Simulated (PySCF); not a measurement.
Task: Give a PBE0-D3(BJ)/def2-SVP geometry of `C(C(Br)(F)F)=C`.

Result: 
```
atom  x, y, z in Å
C1    -1.3802    0.0565   -0.4140
C2    -0.2808    0.4784    0.2053
C3     0.9719   -0.3252    0.2745
F4     1.4041   -0.4345    1.5342
F5     0.8225   -1.5547   -0.2167
Br6    2.3903    0.5696   -0.7532
H7    -1.4140   -0.9121   -0.9187
H8    -2.2803    0.6746   -0.4356
H9    -0.2226    1.4472    0.7087
```

Any rigid rotation of these coordinates is as good. Atoms count from 1 in this order. The 2 C–C bonds span 1.330 Å (C1=C2, drawn double) to 1.490 Å (C2–C3, drawn single), a spread of 0.160 Å. Of the pairs four or more bonds apart, F5···H7 is among the closest relative to their van der Waals radii: 2.43 Å, 91 % of the sum of Bondi's values.

Bonds between heavy atoms (Å): C1=C2 1.330, C2–C3 1.490, C3–F4 1.336, C3–F5 1.332, C3–Br6 1.967.

Computed, not measured: PBE0-D3(BJ)/def2-SVP geometry optimisation, gas phase in PySCF 2.14.0.

Point group: C1 (no symmetry element, even within 0.4 Å). Not checked by PBE0-D3(BJ)/def2-SVP frequencies. The numbers are those of one conformer (C1–C2–C3–F4 -128°).
